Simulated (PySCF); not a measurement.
Ionisation energy of Co²⁺ by level of theory

Co²⁺ [Ar] 3d7 (4F) → Co³⁺ [Ar] 3d6 (5D), as a difference of total energies. Calculation: PySCF 2.14, in def2-QZVPPD; the non-relativistic Hamiltonian (point nucleus). Correlated levels: valence: [Ar] frozen. The calculations carry no spin-orbit coupling.

**Question.** Order these methods by the ionisation energy they give, lowest first.
A. CCSD(T) (valence)
B. SCS-MP2 (valence)
C. CCSD (valence)
D. MP2 (valence)

**Answer.** C (33.160 eV), A (33.223 eV), D (33.317 eV), B (33.425 eV).

A first-order spin-orbit estimate (lowest level to lowest level, LS coupling) adds 0.030 eV.

These non-relativistic numbers lack the scalar-relativistic shift.

Errors of the correlated levels include the incompleteness of this basis and the frozen core.

For comparison: 33.5 ± 0.06 eV (semi-empirical (NIST evaluation); NIST Atomic Spectra Database, ionization energies).
